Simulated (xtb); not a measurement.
C5H9N, SMILES C#C[C@@H](C)CN. All values are semi-empirical tight-binding results from xtb (GFN2-xTB unless named), good for trends rather than for accurate numbers. Coordinates come from a GFN2-xTB optimisation. The structure was generated by enumeration; whether it is a known compound was not checked. The values are those of a single conformer.

| Quantity | Value |
|---|---|
| orbital gap | 5.90 eV |
| dipole moment | 1.10 D |
| zero-point energy | 80.1 kcal/mol |
| G − E(el) at 298.15 K (modified RRHO) | 60.7 kcal/mol |
| static polarisability (D4 model) | 67.1 bohr³ |
| solvation energy, GFN2-xTB/ALPB(water) | -2.6 kcal/mol |
| solvation energy, GFN2-xTB/ALPB(thf) | -6.3 kcal/mol |

Question: Give the IR lines (harmonic; lines under 4 % of the strongest left out, lines within 3 cm⁻¹ merged). (Estimate from the structure and the level; the computed values follow.)

Answer: ν (cm⁻¹): 264 (m), 298 (w), 375 (w), 665 (m), 674 (w), 895 (s), 945 (w), 981 (s), 1021 (w), 1075 (w), 1122 (w), 1152 (w), 1157 (w), 1254 (w), 1310 (w), 1360 (w), 1556 (m), 2289 (w), 2807 (vs), 2901 (m), 2951 (m), 3037 (m), 3040 (m), 3062 (w), 3381 (w), 3421 (w) (against the strongest line: vs over 80 %, s over 45 %, m over 15 %, w over 4 %, vw less)
